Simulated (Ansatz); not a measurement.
Ansatz (a program for electronic structure) input (LC-wPBE/def2-TZVPD):

Ansatz 0.2 input:
```yaml
crystal:
  periodic: [false, false, false]
  atoms:
    - {symbol: C, position_ang: [2.53093641, -0.00816400, -0.33256445]}
    - {symbol: C, position_ang: [1.21499620, 0.76183567, -0.43448400]}
    - {symbol: C, position_ang: [-0.02174164, -0.08196675, -0.28082596]}
    - {symbol: C, position_ang: [-1.34905542, 0.62043894, -0.23932696]}
    - {symbol: C, position_ang: [-2.56557335, -0.29255794, -0.10372690]}
    - {symbol: O, position_ang: [0.09330679, -0.85226717, 1.13283405]}
    - {symbol: H, position_ang: [2.55863426, -0.85424390, -1.02128754]}
    - {symbol: H, position_ang: [2.73362989, -0.37647748, 0.68008620]}
    - {symbol: H, position_ang: [3.36834647, 0.64355481, -0.57579630]}
    - {symbol: H, position_ang: [1.13008680, 1.20448387, -1.43170478]}
    - {symbol: H, position_ang: [1.18614276, 1.59791863, 0.26956501]}
    - {symbol: H, position_ang: [-0.02667647, -0.95348194, -0.93356758]}
    - {symbol: H, position_ang: [-1.33060188, 1.39082977, 0.53990362]}
    - {symbol: H, position_ang: [-1.40106381, 1.17117411, -1.18405568]}
    - {symbol: H, position_ang: [-2.57647006, -0.83220139, 0.84406351]}
    - {symbol: H, position_ang: [-3.47933438, 0.29702398, -0.15425308]}
    - {symbol: H, position_ang: [-2.59687279, -1.02710345, -0.90942404]}
    - {symbol: H, position_ang: [-0.17770491, -0.28233429, 1.87568281]}
    - {symbol: H, position_ang: [1.00805677, -1.15852076, 1.28368488]}
basis:
  gaussian:
    orbitals: def2-TZVPD
hamiltonian:
  xc: {name: LC-wPBE}
total_charge: 1
output: {forces: true}
```

End of the output:

```
mean field: 2.50 GiB planned
mean field evaluation 1: about -7425.2379 eV, gradient 7.2e1 eV
mean field evaluation 2: about -7430.3615 eV, gradient 5.4e1 eV
mean field evaluation 4: about -7435.5618 eV, gradient 2.9e0 eV
mean field evaluation 8: about -7435.5820 eV, gradient 9.2e-2 eV
mean field evaluation 16: about -7435.4951 eV, gradient 1.8e-4 eV
mean field -7435.49506357 eV, -273.2494036267 hartree, gradient 2.0e-5 eV, S^2 0.000000; 0 other end points of the search recorded, 0 dependent functions left out
the calculation of the forces begins
reference -7435.49506358 eV, -273.2494036270 hartree; 25, 25 occupied and 317, 317 virtual orbitals, 1717 factors
Total energy: -7435.49506358 eV, -273.2494036270 hartree
Atom 0 at     2.530936    -0.008164    -0.332564 Å, force    -0.232136     0.060529     0.027584 eV/Å
Atom 1 at     1.214996     0.761836    -0.434484 Å, force     0.034402    -0.139292     0.032089 eV/Å
Atom 2 at    -0.021742    -0.081967    -0.280826 Å, force     0.044704    -0.203733     0.533088 eV/Å
Atom 3 at    -1.349055     0.620439    -0.239327 Å, force    -0.018534    -0.119810     0.011411 eV/Å
Atom 4 at    -2.565573    -0.292558    -0.103727 Å, force     0.223579     0.106820    -0.020376 eV/Å
Atom 5 at     0.093307    -0.852267     1.132834 Å, force     0.025295     0.327677    -0.407356 eV/Å
Atom 6 at     2.558634    -0.854244    -1.021288 Å, force     0.001767     0.007968    -0.004674 eV/Å
Atom 7 at     2.733630    -0.376477     0.680086 Å, force     0.019425     0.022174    -0.026529 eV/Å
Atom 8 at     3.368346     0.643555    -0.575796 Å, force    -0.017907     0.002138    -0.003089 eV/Å
Atom 9 at     1.130087     1.204484    -1.431705 Å, force    -0.004342    -0.013905     0.020677 eV/Å
Atom 10 at     1.186143     1.597919     0.269565 Å, force    -0.000344    -0.004342    -0.002559 eV/Å
Atom 11 at    -0.026676    -0.953482    -0.933568 Å, force    -0.004580    -0.019726    -0.053183 eV/Å
Atom 12 at    -1.330602     1.390830     0.539904 Å, force    -0.001372    -0.011690    -0.010047 eV/Å
Atom 13 at    -1.401064     1.171174    -1.184056 Å, force     0.002879    -0.017656     0.021564 eV/Å
Atom 14 at    -2.576470    -0.832201     0.844064 Å, force    -0.006211     0.002897    -0.005179 eV/Å
Atom 15 at    -3.479334     0.297024    -0.154253 Å, force     0.011251     0.001842    -0.001978 eV/Å
Atom 16 at    -2.596873    -1.027103    -0.909424 Å, force    -0.003050     0.009312     0.004080 eV/Å
Atom 17 at    -0.177705    -0.282334     1.875683 Å, force     0.001453    -0.033678    -0.074962 eV/Å
Atom 18 at     1.008057    -1.158521     1.283685 Å, force    -0.076278     0.022474    -0.040562 eV/Å
Dipole moment:     0.268440    -0.097478     0.469872 e Å
```

It need not be the lowest isomer of its formula.
